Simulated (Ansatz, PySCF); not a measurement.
Gas-phase reaction (SMILES): C#CB(C)C + O (H2O) → CB(C)O [dimethylborinic acid] + C#C (C2H2) [acetylene]; water cleaves one B-C bond, a model of a ligand-exchange step.

Geometries: B3LYP-D3(BJ)/def2-TZVP minima from Ansatz (a program for electronic structure), one conformer each, not searched for the lowest. Correlated levels leave the core frozen unless marked. Spin-orbit coupling is left out. Non-relativistic. CBS marks a two-point X^-3 extrapolation of the correlation energy; Hartree-Fock from the larger set. Thermal terms are rigid-rotor harmonic-oscillator values from B3LYP-D3(BJ) frequencies (PySCF) at 298.15 K and 1 atm. 1 Eh = 627.5095 kcal/mol.

```tsv
species	E, CCSD(T)/CBS(aug-cc-pVTZ,aug-cc-pVQZ) (Ansatz) (Eh)	E, wB97M-V/def2-TZVPD (Ansatz) (Eh)	H - E (Eh)	G - E (Eh)
C#CB(C)C	-181.16517	-181.41121	0.10364	0.06563
O (H2O)	-76.37513	-76.43347	0.02495	0.00353
CB(C)O	-180.35125	-180.55255	0.09892	0.06308
C#C (C2H2)	-77.22140	-77.32451	0.03061	0.00785
```

Work out ΔE and ΔH, ΔG, ΔS and the equilibrium constant at 298.15 K at the first level, then ΔH at the second.


1. ΔE = [(-180.35125) + (-77.22140)] - [(-181.16517) + (-76.37513)] = -0.03235 Eh = -20.3 kcal/mol at CCSD(T)/CBS(aug-cc-pVTZ,aug-cc-pVQZ).
2. The terms H - E add up to 0.00094 Eh, so ΔH = (-0.03235 + (0.00094))×627.5095 = -19.7 kcal/mol.
3. The terms G - E add up to 0.00177 Eh, so ΔG = -19.2 kcal/mol, and ΔS = (0.00094 - (0.00177))×627509.5/298.15 = -1.7 cal/(mol K).
4. log10 K = -ΔG/(RT ln 10) = 14.1, with RT ln 10 = 1.3642 kcal/mol.
5. At wB97M-V/def2-TZVPD the same steps give ΔE = -20.3 and ΔH = -19.7 kcal/mol, a shift of +0.0 from the first level.
6. These values are not checked against measurement here, since the tables used lack a sound gas-phase enthalpy of formation for at least one species.
